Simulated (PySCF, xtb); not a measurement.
C3H6O2Si, SMILES C#C[Si](O)(O)C. Other conformers were not sampled.

Harmonic wavenumbers (cm⁻¹) from xtb with GFN2-xTB at its own minimum, in rising order: 80, 107, 121, 164, 200, 220, 248, 293, 315, 326, 615, 679, 680, 734, 774, 790, 822, 858, 882, 916, 1385, 1486, 1493, 2222, 3036, 3048, 3066, 3356, 3672, 3680.

What does PBE-D3(BJ)/def2-SVP (PySCF) give at its own minimum? (An estimate is asked for; the answer gives what the named calculation found.)

114, 126, 138, 203, 228, 264, 266, 340, 372, 384, 576, 695, 697, 700, 740, 747, 792, 869, 879, 917, 1224, 1376, 1381, 2090, 2981, 3080, 3090, 3390, 3756, 3759. Paired by order, the mean absolute difference is 47 cm⁻¹ and the zero-point energies are 51.8 and 51.7 kcal/mol.
